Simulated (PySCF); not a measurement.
An unknown is described by computed data only.

Elements present: C, H, O, P and S. Monoisotopic mass: 160.0112 u.

| Item | Value |
| --- | --- |
| Dipole | 0.96 D [CAM-B3LYP/def2-SVPD] |
| UV, strongest line | among the 10 lowest singlet transitions: S4 at 5.73 eV (216 nm, f = 0.335) [TDDFT CAM-B3LYP/def2-SVPD] |
| Rotational structure | rotational constants A, B, C: 3.204, 0.636, 0.555 GHz [PBE0-D3(BJ)/def2-SVP] |
| UV, first state | lowest singlet excitation: 4.72 eV (263 nm, f = 0.059) [TDDFT CAM-B3LYP/def2-SVPD] |
| 13C NMR | chemical shifts (computed TMS as zero) by class: 199.3 (1 C), 149.3 (1 C), 140.4 (1 C), 30.7 (1 C), 22.6 (1 C), 17.4 (1 C) ppm [GIAO PBE/pcSseg-1] |
| Valence photoelectron | vertical ionisation energy: 7.87 eV [ΔSCF CAM-B3LYP/def2-SVPD] |
| Triplet | lowest triplet excitation (Tamm–Dancoff): 3.15 eV [TDA CAM-B3LYP/def2-SVPD] |
| Polarisability | 120.5 au [CAM-B3LYP/def2-SVPD] |
| NMR, other nuclei | isotropic shieldings of nuclei other than C and H, by class: -36 (1 O), 201 (1 P), 484 (1 S) ppm [GIAO PBE/pcSseg-1] |
| 1H NMR | chemical shifts (computed TMS as zero) by class: 7.53 (1 H), 2.88 (2 H), 2.41 (3 H), 1.27 (3 H) ppm [GIAO PBE/pcSseg-1] |

Electronic properties: PySCF, gas phase, density fitting. Levels stand in brackets. NMR shifts are as computed; neighbouring signals can stand in another order in a measured spectrum. Isolated species at its PBE0-D3(BJ)/def2-SVP geometry (one conformer only). NMR classes are plain means over equivalent atoms (diastereotopic ones count apart unless rotation or inversion swaps them), as if these changed places fast.

Question: Which formula fits the mass and the elements?

Answer: C6H9OPS (calculated 160.0112). No other formula that holds each of these elements comes within 0.0003 u with a fitting electron parity and a possible valence count.

Question: Give a SMILES that accounts for the data.

Answer: Numbering: `[CH3:1][CH2:2][c:3]1[o:4][cH:5][c:6]([S:7][CH3:8])[p:9]1`. 6 carbons fall into 6 classes; from least to most shielded: substituted aromatic carbon [C3] (199.3 ppm), substituted aromatic carbon [C6] (149.3 ppm), aromatic CH next to a ring oxygen [C5] (140.4 ppm), benzylic-type carbon [C2] (30.7 ppm), S-methyl carbon [C8] (22.6 ppm), methyl carbon [C1] (17.4 ppm). Hydrogen classes from least to most shielded: 1 H on an aromatic CH next to a ring oxygen, C5 (7.53 ppm), 2 H on a benzylic-type carbon, C2 (2.88 ppm), 3 H on an S-methyl carbon, C8 (2.41 ppm), 3 H on a methyl carbon, C1 (1.27 ppm, a mean of values up to 0.6 ppm apart in this geometry). The other shieldings belong to: -36 ppm, furan-type oxygen [O4]; 201 ppm, phosphorus bonded to 2 C [P9]; 484 ppm, sulfide sulfur [S7]. The first electron is taken from the HOMO, whose largest Löwdin shares are 0.42 on the sulfide sulfur, 0.18 on the aromatic CH next to a ring oxygen, 0.13 on a substituted aromatic carbon and 0.07 on a substituted aromatic carbon. The optimised geometry has point group C1 and is an asymmetric top. Structure: `p1c(SC)coc1CC`. Computed isomers that give other values at the same levels: `C#CP1(=S)CCOCC1` (rotational constant A: 1.677 GHz; this holds for the one conformer computed); `CP(C)(=O)c1cccs1` (rotational constant A: 2.224 GHz; this holds for the one conformer computed). The assignments are read from this structure; whether some other isomer fits the data as well wasn't checked.

Shape of the structure used: `[CH3:1][CH2:2][c:3]1[o:4][cH:5][c:6]([S:7][CH3:8])[p:9]1`: C1–C2–C3–O4 -62°, C5–C6–S7–C8 179°.
